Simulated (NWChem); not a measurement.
Species: CH₄AlO cation; SMILES [CH3][Al+][OH]

```xyz
7

Al     0.0169    -0.0757    -0.0043
C      0.0173     1.8272    -0.0089
H     -0.2026     2.1961     1.0058
H     -0.7526     2.1934    -0.7066
H      1.0053     2.1965    -0.3272
O      0.0112    -1.6863     0.0035
H      0.0226    -2.6424     0.0015
```
Atoms are numbered in this order, from 1.

Computed with NWChem. Pople sets run with spherical d functions. Geometry: optimised at PBE0/def2-SVP. Core excitations by TDA in a window of 1s orbitals, non-relativistic and unshifted: absolute energies depend strongly on the exact-exchange share.

Task: What does the run give for C K edge, BHandHLYP/6-311G**? Quantities: first 1s excitation (eV); dipole oscillator strength of the first; first state with f > 0.002 (eV); dipole oscillator strength of that state.

Result: 
```yaml
first 1s excitation (eV): 282.5
dipole_oscillator_strength_of_the_first: 0.0349
first state with f > 0.002 (eV): 282.5
dipole_oscillator_strength_of_that_state: 0.0349
```
